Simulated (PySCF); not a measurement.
These compounds are isomers of formula C$_{6}$H$_{8}$F$_{2}$.

A. SMILES CCC1=C(C(F)F)C1
B. `InChI=1S/C6H8F2/c7-5-2-6(8)4-1-3(4)5/h3-6H,1-2H2/t3-,4+,5-,6-/m1/s1`
C. SMILES C=C/C=C\CC(F)F

Spectrum 1. 13C{1H} NMR (computed): δ 99.5 (CH), 98.5 (CH), 41.1 (CH2), 27.5 (CH), 25.5 (CH), 7.1 (CH2).

Spectrum 2. 13C{1H} NMR (computed): δ 136.1 (C), 118.7 (CH), 112.8 (C), 25.7 (CH2), 14.9 (CH3), 13.6 (CH2).

Spectrum 3. 13C{1H} NMR (computed): δ 141.4 (CH), 138.4 (CH), 131.5 (CH), 127.8 (CH2), 123.7 (CH), 38.7 (CH2).

Theory: shieldings: GIAO PBE0/pcSseg-1, geometry: GFN2-xTB, in PySCF 2.14 (no solvent, non-relativistic, rapidly exchanging positions averaged, single conformer).

Chemical shifts δ = σref − σ; 13C (σ = 186.93 ppm) vs TMS, all at this level. Splittings of carbon signals by F and P are missing where no couplings were computed. Shifts are as computed. Against solution values, carbons near 30 ppm lie about +3 ppm off and those near 130 ppm about +5 ppm. Of 1211 compounds with measured shifts, 218 miss one by over three times the rms of a fit or turn the order of signals round; such compounds aren't used in these exercises.

Q: Which spectrum belongs to which compound?

A: 1–B, 2–A, 3–C.

- Spectrum 1 (B): 6 13C signals; δC 99.5 is an sp3 CH bonded to F; δC 98.5 is an sp3 CH bonded to F.
- Spectrum 2 (A): 6 13C signals; δC 136.1 is a fully substituted alkene carbon; δC 118.7 is an allylic sp3 CH bonded to 2 F.
- Spectrum 3 (C): 6 13C signals; δC 141.4 is an alkene CH; δC 138.4 is an alkene CH.
